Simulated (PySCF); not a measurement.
Constitutional and geometric isomers with formula CH9NSi2. All species are isolated molecules in the gas phase. One relaxed conformer stands for each flexible species; it need not be the lowest. Strings in code marks are SMILES.

Quantity: electronic energy of isomers of CH9NSi2 relative to `C[SiH2]N[SiH3]` (C–Si–N–Si torsion 75°), in kJ/mol.

A: `C[SiH2][SiH2]N`
B: `C[Si@@H](N)[SiH3]`
C: `[SiH3]CN[SiH3]` (Si–C–N–Si torsion 155°)
D: `NC[SiH2][SiH3]`
E: `CN([SiH3])[SiH3]`

Question: Rank these by electronic energy of isomers of CH9NSi2 relative to `C[SiH2]N[SiH3]` (C–Si–N–Si torsion 75°) (lowest first), as PBE0-D4/def2-TZVP (PySCF) gives it.

Answer: B (48.0 kJ/mol), A (53.4 kJ/mol), E (84.7 kJ/mol), C (148.3 kJ/mol), D (178.2 kJ/mol)
